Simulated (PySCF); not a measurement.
Isomers of C7H11FOSi.

All values: PBE0/pcSseg-1 (PySCF) at GFN2-xTB geometries, gas phase, one conformer each.

(1) Rank by the highest Hirshfeld charge on any atom, highest value first.
A. `[CH2:1]=[C:2](/[CH:3]=[CH:4]\[O:5]/[CH:6]=[CH:7]/[F:8])[SiH2:9][CH3:10]` with C1–C2–C3–C4 173°, C3–C4–O5–C6 157°, C4–O5–C6–C7 -13°, C1–C2–Si9–C10 8°
B. `[CH:1]#[C:2][Si@H:3]1[C@H:4]([F:5])[C@@H:6]1[O:7][CH:8]([CH3:9])[CH3:10]` with C4–C6–O7–C8 96°, C6–O7–C8–C9 171°
C. `[CH3:1][C:2]#[C:3][Si@@H:4]([F:5])[C@H:6]([CH3:7])[C:8]([CH3:9])=[O:10]` with C3–Si4–C6–C7 -178°, Si4–C6–C8–C9 -92°
D. `[F:1][C@@H:2]1[CH2:3][O:4][CH2:5][Si@:6]12[CH:7]=[CH:8][CH2:9][CH2:10]2` with F1–C2–C3–O4 -155°, C2–C3–O4–C5 53°, C3–O4–C5–Si6 -42°, O4–C5–Si6–C7 141°

(2) Rank by HOMO–LUMO gap, lowest first.
A. `[CH:1]#[C:2][Si@H:3]1[C@H:4]([F:5])[C@@H:6]1[O:7][CH:8]([CH3:9])[CH3:10]` with C4–C6–O7–C8 96°, C6–O7–C8–C9 171°
B. `[CH2:1]=[C:2](/[CH:3]=[CH:4]\[O:5]/[CH:6]=[CH:7]/[F:8])[SiH2:9][CH3:10]` with C1–C2–C3–C4 173°, C3–C4–O5–C6 157°, C4–O5–C6–C7 -13°, C1–C2–Si9–C10 8°
C. `[F:1][C@@H:2]1[CH2:3][O:4][CH2:5][Si@:6]12[CH:7]=[CH:8][CH2:9][CH2:10]2` with F1–C2–C3–O4 -155°, C2–C3–O4–C5 53°, C3–O4–C5–Si6 -42°, O4–C5–Si6–C7 141°
D. `[CH3:1][C:2]#[C:3][Si@@H:4]([F:5])[C@H:6]([CH3:7])[C:8]([CH3:9])=[O:10]` with C3–Si4–C6–C7 -178°, Si4–C6–C8–C9 -92°

(3) Rank by LUMO energy, highest first.
A. `[CH2:1]=[C:2](/[CH:3]=[CH:4]\[O:5]/[CH:6]=[CH:7]/[F:8])[SiH2:9][CH3:10]` with C1–C2–C3–C4 173°, C3–C4–O5–C6 157°, C4–O5–C6–C7 -13°, C1–C2–Si9–C10 8°
B. `[F:1][C@@H:2]1[CH2:3][O:4][CH2:5][Si@:6]12[CH:7]=[CH:8][CH2:9][CH2:10]2` with F1–C2–C3–O4 -155°, C2–C3–O4–C5 53°, C3–O4–C5–Si6 -42°, O4–C5–Si6–C7 141°
C. `[CH:1]#[C:2][Si@H:3]1[C@H:4]([F:5])[C@@H:6]1[O:7][CH:8]([CH3:9])[CH3:10]` with C4–C6–O7–C8 96°, C6–O7–C8–C9 171°
D. `[CH3:1][C:2]#[C:3][Si@@H:4]([F:5])[C@H:6]([CH3:7])[C:8]([CH3:9])=[O:10]` with C3–Si4–C6–C7 -178°, Si4–C6–C8–C9 -92°

Results:

(1) C (+0.456 e), D (+0.374 e), B (+0.338 e), A (+0.315 e).

(2) B (5.36 eV), A (6.16 eV), D (6.39 eV), C (6.64 eV).

(3) B (-0.29 eV), C (-0.59 eV), D (-0.79 eV), A (-1.04 eV).

All values together:

| SMILES | μ (D) | HOMO (eV) | LUMO (eV) | lowest IAO charge (e) | highest IAO charge (e) | lowest Hirshfeld charge (e) | highest Hirshfeld charge (e) |
| --- | --- | --- | --- | --- | --- | --- | --- |
| CC#C[Si@@H](F)[C@H](C)C(C)=O | 3.78 | -7.18 | -0.79 | -0.536 (F) | +1.232 (Si) | -0.237 (O) | +0.456 (Si) |
| F[C@@H]1COC[Si@]12C=CCC2 | 2.16 | -6.93 | -0.29 | -0.546 (C) | +0.983 (Si) | -0.160 (C) | +0.374 (Si) |
| C#C[Si@H]1[C@H](F)[C@@H]1OC(C)C | 2.07 | -6.75 | -0.59 | -0.435 (C) | +0.794 (Si) | -0.157 (C) | +0.338 (Si) |
| C=C(/C=C\O/C=C/F)[SiH2]C | 1.62 | -6.40 | -1.04 | -0.723 (C) | +0.764 (Si) | -0.218 (C) | +0.315 (Si) |

Conformers: `[CH3:1][C:2]#[C:3][Si@@H:4]([F:5])[C@H:6]([CH3:7])[C:8]([CH3:9])=[O:10]` with C3–Si4–C6–C7 -178°, Si4–C6–C8–C9 -92°; `[F:1][C@@H:2]1[CH2:3][O:4][CH2:5][Si@:6]12[CH:7]=[CH:8][CH2:9][CH2:10]2` with F1–C2–C3–O4 -155°, C2–C3–O4–C5 53°, C3–O4–C5–Si6 -42°, O4–C5–Si6–C7 141°; `[CH:1]#[C:2][Si@H:3]1[C@H:4]([F:5])[C@@H:6]1[O:7][CH:8]([CH3:9])[CH3:10]` with C4–C6–O7–C8 96°, C6–O7–C8–C9 171°; `[CH2:1]=[C:2](/[CH:3]=[CH:4]\[O:5]/[CH:6]=[CH:7]/[F:8])[SiH2:9][CH3:10]` with C1–C2–C3–C4 173°, C3–C4–O5–C6 157°, C4–O5–C6–C7 -13°, C1–C2–Si9–C10 8°.
